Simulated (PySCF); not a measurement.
Bonds (- single, = double, # triple, : aromatic): C1#C2 1.199 Å, C2-C3 1.432 Å, C3-C4 1.508 Å, C4=C5 1.308 Å, C5-C6 1.419 Å, C6=C7 1.331 Å, C5-C3 1.513 Å. C1 carries H8; C3 carries H9; C4 carries H10; C6 carries H11; C7 carries H12, H13. Stereochemistry as in C#C[C@@H]1C=C1C=C. H12 is cis to C5; H13 is trans to C5.

Geometry: GFN2-xTB; GIAO shifts from PySCF 2.14.0 with density-fitted response routines, gas phase, non-relativistic, averaged over equivalent atoms.

At PBE0/6-311G** (162 basis functions, 16 s wall time on 1 thread of an Intel Xeon 6975P-C, shared host):
```json
{"atoms": "C7", "δ (ppm)": "133.0"}
{"atoms": "C6", "δ (ppm)": "127.8"}
{"atoms": "C5", "δ (ppm)": "124.6"}
{"atoms": "C4", "δ (ppm)": "112.0"}
{"atoms": "C2", "δ (ppm)": "92.2"}
{"atoms": "C1", "δ (ppm)": "65.4"}
{"atoms": "C3", "δ (ppm)": "9.6"}
{"atoms": "H11", "δ (ppm)": "7.06"}
{"atoms": "H10", "δ (ppm)": "6.94"}
{"atoms": "H12", "δ (ppm)": "6.19"}
{"atoms": "H13", "δ (ppm)": "6.14"}
{"atoms": "H9", "δ (ppm)": "2.33"}
{"atoms": "H8", "δ (ppm)": "0.83"}
```

Scale: TMS for $^{13}$C (σref 190.38) and $^{1}$H (σref 32.08) (reference shieldings calculated alike).

What do these become at revPBE/aug-pcSseg-1?

Answers


```
atoms  δ at revPBE/aug-pcSseg-1  change
   C7                     130.8    -2.2
   C6                     127.4    -0.4
   C5                     125.2    +0.6
   C4                     111.6    -0.4
   C2                      92.3    +0.1
   C1                      62.8    -2.6
   C3                      11.5    +1.9
  H11                      7.07   +0.01
  H10                      6.85   -0.09
  H12                      6.10   -0.09
  H13                      6.00   -0.14
   H9                      2.43   +0.10
   H8                      0.71   -0.12
```

Chemical shifts δ = σref − σ; $^{13}$C (183.25 ppm) and $^{1}$H (31.72 ppm) vs TMS, all at this level.

The largest change is at C1 (terminal alkyne carbon). Cost: 236 basis functions, 31 s wall time on 1 thread of an Intel Xeon 6975P-C, shared host. The order of the carbon signals is the same at both levels.
